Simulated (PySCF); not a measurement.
C$_{2}$H$_{7}$NSi$_{2}$, singlet, at a GFN2-xTB geometry. Base run: PySCF with B3LYP/6-31G, polarisability.

The PySCF input:
```python
from pyscf import gto, scf, dft
from pyscf.prop import polarizability

mol = gto.Mole()
mol.atom = '''
    Si    2.897459    0.484579    0.001538
    C     1.097694    0.093189    0.145583
    C    -0.080653   -0.169505    0.249590
    Si   -1.898907   -0.546918    0.365931
    N    -2.848877    0.098577   -0.921685
    H     3.050454    1.640386   -0.888611
    H     3.415821    0.795627    1.336870
    H     3.584650   -0.683168   -0.558460
    H    -2.067418   -1.999045    0.290126
    H    -2.415389    0.074832    1.586391
    H    -2.738532   -0.284735   -1.846584
    H    -2.969415    1.096690   -0.983547
'''
mol.basis = '6-31g'
mol.charge = 0
mol.spin = 0
mol.verbose = 4
mol.build()

mf = dft.RKS(mol)
mf.xc = 'b3lyp'
mf.kernel()
alpha = mf.Polarizability().polarizability()[2, 2]
print('alpha_zz =', alpha)
```

Each row names what was changed in the base input (with any setting that the change needs).

| change | alpha_zz (bohr³) | basis functions | core-seconds (rough) |
|---|---|---|---|
| base | 53.38 | 67 | 20 |
| functional = camb3lyp | 52.70 | 67 | 70 |
| functional = hf | 50.63 | 67 | 3 |
| basis = def2-SVP | (withheld) | (withheld) | 60 |
| finite field (a.u.) = 0.005; conv_tol = 1e-11 | 53.38 | 67 | 30 |
| functional = pbe0 | 53.34 | 67 | 30 |
| finite field (a.u.) = 0.001; conv_tol = 1e-11 | 53.38 | 67 | 20 |
| functional = pbe | (withheld) | 67 | 20 |
| finite field (a.u.) = 2e-4; conv_tol = 1e-6 | 44.74 | 67 | 10 |
| finite field (a.u.) = 0.001; conv_tol = 1e-6 | 52.85 | 67 | 20 |
| basis = 6-31G* | 53.59 | 92 | 30 |
| basis = 6-31+G* | 62.27 | 112 | 50 |

Q: Some entries are withheld; supply them.

A: 
- basis = def2-SVP, alpha_zz (bohr³): 58.76
- basis = def2-SVP, basis functions: 113
- functional = pbe, alpha_zz (bohr³): 54.73

Finite-field rows take the second difference of the energy in a field along z; a small field with loose convergence shows SCF noise divided by the square of the field, and a large one adds hyperpolarisability.
